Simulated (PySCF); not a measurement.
Computed shifts of a molecule C2H9ClSi3, PBE/pcSseg-1 run with PySCF, GIAO, gas phase, atoms alike by connectivity averaged where their shifts nearly agree, in ppm (number of nuclei): ²⁹Si: -14.7 (1), -46.1 (1), -49.6 (1). ¹³C: 16.0 (1), 16.0 (1). ¹H: 6.01 (1), 5.86 (1), 5.01 (2), 5.00 (1), 2.02 (1), 1.91 (2), 1.72 (1). References: ³⁵Cl against HCl (σ = 936.5 ppm); ²⁹Si against TMS (σ = 335.4 ppm); ¹³C against TMS (σ = 182.0 ppm); ¹H against TMS (σ = 31.49 ppm), references at their B3LYP-D3(BJ)/def2-TZVP geometries, non-relativistic (without spin–orbit terms, shifts of atoms bonded to Cl or Br come out too high). Geometry: B3LYP-D3(BJ)/def2-SVP. The values are those of a single conformer.

### Question
Which molecule gave these data?
A. C=C([SiH2][SiH3])[SiH2]Cl
B. Cl[SiH2][Si@H]1CC[SiH2]1
C. C[C@H]1[SiH2][Si@H](Cl)[SiH2]1
D. [SiH3][SiH2][SiH2]/C=C\Cl

### Answer
B, Cl[SiH2][Si@H]1CC[SiH2]1
